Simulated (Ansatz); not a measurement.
System: InF2 (charge +1, singlet). It need not be the lowest isomer of its formula. 
Structure (B3LYP-D3(BJ)/def2-TZVP (Ansatz, an electronic-structure program) minimum search):
SMILES: [F][In+][F]
```xyz
3

In     0.0000     0.0000     0.0000
F      0.0000     0.0000    -1.8552
F      0.0000     0.0000     1.8552
```
Charge +1, spin multiplicity 1.

Parts of the frozen-core correlation energy in def2-QZVPPD (Ansatz, hartree). Frozen orbitals: 11; correlated occupied orbitals by spin: 8 and 8; virtual: 201 and 201. Spin-orbit coupling is left out. In def2 rows, elements after Kr have scalar-relativistic effective core potentials.

```tsv
term	value
reference (HF)	-387.92144
MP2 opposite-spin	[?]
MP2 same-spin	-0.15779
CCSD correlation	[?]
(T)	[?]
T1 diagnostic	0.017
largest doubles amplitude	0.045
```

Q: Some entries are withheld; supply them.

A: 
- MP2 opposite-spin, value: -0.45911
- CCSD correlation, value: -0.60433
- (T), value: -0.02135
